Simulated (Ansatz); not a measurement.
Job for Ansatz (an electronic-structure program): R-SVWN5/def2-TZVPP on C4H4 (SMILES C12C3C1C23).

Ansatz 0.2 input:
```yaml
crystal:
  periodic: [false, false, false]
  atoms:
    - {symbol: C, position_ang: [0.81086912, 0.26012293, -0.29904437]}
    - {symbol: C, position_ang: [0.10304334, -0.61632018, 0.65127087]}
    - {symbol: C, position_ang: [-0.47123792, -0.35821190, -0.68134816]}
    - {symbol: C, position_ang: [-0.44267489, 0.71435783, 0.32912052]}
    - {symbol: H, position_ang: [1.77086240, 0.56813761, -0.65312657]}
    - {symbol: H, position_ang: [0.22498970, -1.34599119, 1.42233733]}
    - {symbol: H, position_ang: [-1.02911905, -0.78232835, -1.48802486]}
    - {symbol: H, position_ang: [-0.96673270, 1.56013325, 0.71881523]}
basis:
  gaussian:
    orbitals: def2-TZVPP
hamiltonian:
  xc: {name: SVWN5}
scf: {lower_state_search: off}
```

Q: Give the final energy of this run.

A: -153.2781 hartree.
